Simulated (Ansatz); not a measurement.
**A ladder of methods for GeSiH4F (SMILES F[SiH][GeH3])**

GeSiH4F has 7 atoms, charge 0, and is taken as a doublet. SMILES: `F[SiH][GeH3]`. Geometry: optimised at wB97X-V/def2-SVP.

```xyz
7

F    -0.8112   -1.7854    1.4344
Si   -0.8896   -1.1395   -0.0692
Ge    0.3260    0.9125   -0.0874
H    -0.3162   -2.1540   -1.0123
H     0.2984    1.4758   -1.5172
H    -0.3342    1.9205    0.8629
H     1.7879    0.7021    0.3430
```

Each level gives the dissociation energy of the Si2–F1 bond into singlet GeSiH4 and doublet F (shapes relaxed at wB97X-V/def2-SVP, no zero-point term) (eV). The values are calculated.

```
              level                    kind  program  value (eV)  CPU time (all runs)
      UHF/def2-TZVP            Hartree–Fock   Ansatz        4.52                7.2 s
     UPBE/def2-TZVP                     GGA   Ansatz        5.73                 10 s
 U-r2SCAN/def2-TZVP                meta-GGA   Ansatz        5.80                 20 s
   UB3LYP/def2-TZVP           global hybrid   Ansatz        5.48                 12 s
 UPBE0-D4/def2-TZVP           global hybrid   Ansatz        5.58                 12 s
U-wB97M-V/def2-TZVP  range-separated hybrid   Ansatz        5.44                 51 s
     UMP2/def2-TZVP     perturbation theory   Ansatz        5.85                 12 s
```

All-electron rows without a relativistic Hamiltonian named are non-relativistic. The values span 4.52 to 5.85 eV. Hartree–Fock misses the correlation of the electron pair that is broken and comes out low. A fragment with an even electron count was run as a singlet and may have a lower triplet. Measured bond enthalpies also hold zero-point and thermal terms, a few tenths of an eV less. In the correlated wave-function rows the outer d shell of Ge is correlated, in sets not made for it. Times are those of the runs behind each value, whatever else they computed, on shared processors of several kinds: orders of magnitude only.
